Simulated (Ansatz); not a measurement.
MoO4, charge -2, singlet, geometry from GFN2-xTB (such geometries of metal compounds can be far from the true shape) (core potentials on Mo) (a gas-phase anion, which may not be bound at this level); Ansatz (an electronic-structure program) with PBE0/def2-SV(P).

Ansatz was given this input:
Ansatz 0.2 input:
```yaml
crystal:
  periodic: [false, false, false]
  atoms:
    - {symbol: Mo, position_ang: [0.00000000, -0.00000000, 0.00000000]}
    - {symbol: O, position_ang: [1.39196717, -0.30250817, -0.96057373]}
    - {symbol: O, position_ang: [0.47788879, 0.29669542, 1.62338530]}
    - {symbol: O, position_ang: [-0.83104508, 1.37333660, -0.61245111]}
    - {symbol: O, position_ang: [-1.03881088, -1.36752385, -0.05036046]}
basis:
  gaussian:
    orbitals: def2-SV_P_.json
hamiltonian:
  xc: pbe0
total_charge: -2
```
The basis file holds def2-SV(P) in the JSON format of the Basis Set Exchange.

What the program printed (banner, timings and long lists left out):

```
Functional definition: PBE0
827 factors; integrals over basis functions are off by at most 3.1e-4 eV
mean field evaluation 1: about -10020.5305 eV, gradient 6.4e1 eV
mean field evaluation 2: about -9954.7254 eV, gradient 2.0e2 eV
mean field evaluation 4: about -10029.1345 eV, gradient 2.3e0 eV
mean field evaluation 8: about -10029.3065 eV, gradient 1.5e-1 eV
mean field evaluation 16: about -10029.3066 eV, gradient 6.1e-5 eV
mean field -10029.30658081 eV, -368.5702187367 hartree, gradient 6.1e-5 eV, S^2 0.000000; 0 other end points of the search recorded, 0 dependent functions left out
reference -10029.30661951 eV, -368.5702201588 hartree; 24, 24 occupied and 56, 56 virtual orbitals, 827 factors
Total energy: -10029.30661951 eV, -368.5702201588 hartree
```
